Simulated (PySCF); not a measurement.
## Two-component Hartree-Fock for Br+ (bromine, charge +1)

Start: [Ar] 3d10 4s1 4p4 5s1; 4s1/2 filled at m_j = +1/2; 4p1/2 filled at m_j = +1/2; 4p3/2 filled at m_j = -1/2, +1/2, +3/2; 5s1/2 filled at m_j = +1/2. Calculated with PySCF 2.14 in x2c-TZVPall-2c with one added diffuse shell each of s, p, d type (7s8p5d1f, 63 functions): generalised Hartree-Fock with the X2C-1e Hamiltonian and a Gaussian nucleus; one run each with spin-orbit coupling (SO) switched off, then screened by Boettger's factors. This is a chosen level, not necessarily the ground level.

```
spinor shell  electrons  ε, spin-free (eV)  ε, screened SO (eV)  weight of nominal j (screened SO)  rms radius, screened SO (bohr)
       1s1/2          2           -13576.1             -13575.7                              1.000                          0.0492
       2s1/2          2            -1844.2              -1844.1                              1.000                           0.205
       2p1/2          2            -1623.6              -1656.1                              1.000                           0.180
       2p3/2          4            -1623.6              -1607.9                              1.000                           0.184
       3s1/2          2            -295.55              -295.47                              1.000                           0.588
       3p1/2          2            -223.64              -228.67                              0.995                           0.600
       3p3/2          4            -223.64              -221.14                              0.997                           0.610
       3d3/2          4            -104.10              -104.83                              0.928                           0.648
       3d5/2          6            -104.10              -103.51                              0.952                           0.648
       4s1/2          1            -47.363              -47.308                              1.000                            1.70
       4p3/2          3            -27.598              -29.182                              0.637                            1.98
       4p1/2          1            -27.598              -22.976                              0.627                            2.09
       5s1/2          1             -9.472               -9.467                              0.981                            4.27
```

```
   quantity    spin-free  screened SO
E (hartree)  -2603.06555  -2603.21212
        M_J            3            3
       ⟨J²⟩       12.128       12.124
       ⟨L²⟩        2.122        2.129
       ⟨S²⟩        6.006        5.996
```

Each row is a mean over spinors that exchange with the open shell spreads, by up to 1.625 eV (3s1/2).

Rows whose weight is well below 1 are mixtures of j = l ± 1/2: exchange outweighs spin-orbit coupling there, and the label is only the starting occupation.

⟨J²⟩ departs a little from M_J(M_J + 1) because the unrestricted spinors polarise the closed shells.

Without spin-orbit coupling the j labels of p, d and f shells carry no meaning; the spin-free column gives the mean over the occupied spinors of each nl shell, and its ⟨J²⟩ belongs to a mixture of degenerate components.
